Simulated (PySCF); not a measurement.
Cartesian coordinates in Å; atom numbers follow the order of the lines, from 1:
```xyz
22

Al    0.568    0.779    0.909
C     2.533    0.769    0.906
H     2.945    1.387    1.723
H     2.914    1.216   -0.031
H     2.969   -0.239    0.990
C    -0.349    2.515    0.869
H    -0.233    2.983   -0.125
H     0.080    3.230    1.592
H    -1.431    2.442    1.066
C    -0.449   -0.921    0.939
C    -0.896   -1.424   -0.444
C     0.300   -1.647   -1.365
C    -1.906   -0.478   -1.086
H    -1.338   -0.797    1.585
H     0.176   -1.692    1.425
H    -1.398   -2.402   -0.320
H     0.830   -0.697   -1.569
H    -0.005   -2.060   -2.340
H     1.032   -2.336   -0.917
H    -1.463    0.519   -1.266
H    -2.785   -0.330   -0.440
H    -2.258   -0.860   -2.057
```

All values are calculated (PySCF 2.14): σ from GIAO-B3LYP/pcSseg-1 (pcSseg-2 on Al), coordinates at the PBE0-D3(BJ)/def2-SVP level. Non-relativistic, one computed conformer, fast rotation and ring inversion assumed for equivalent nuclei, in vacuum.

Shifts are taken against calculated references (same method and geometry level): ¹³C (σref 179.24), ¹H (σref 31.38) against TMS; ²⁷Al (σref 571.15) vs [Al(H2O)6]3+.

```csv
atoms,nucleus,count,δ (ppm)
H17/H18/H19/H20/H21/H22,¹H,6,?
C10,¹³C,1,28.7
C2/C6,¹³C,2,-4.3
C12/C13,¹³C,2,31.2
Al1,²⁷Al,1,?
H14/H15,¹H,2,0.58
H16,¹H,1,?
C11,¹³C,1,32.0
H3/H4/H5/H7/H8/H9,¹H,6,-0.27
```

Estimate the values marked ?.

Answers


- H16: 2.02 ppm, hydrogen on a carbon bonded to 3 C
- H17/H18/H19/H20/H21/H22: 0.99 ppm, hydrogen on a carbon bonded to C
- Al1: 346.7 ppm, aluminium bonded to 3 C

Shifts are as computed, not scaled to solution data. Of 1328 compounds with measured shifts, 309 miss one by over three times the rms of a fit or turn the order of signals round; such compounds aren't used in these exercises. Signals without a measured value on file couldn't be tested in this way.
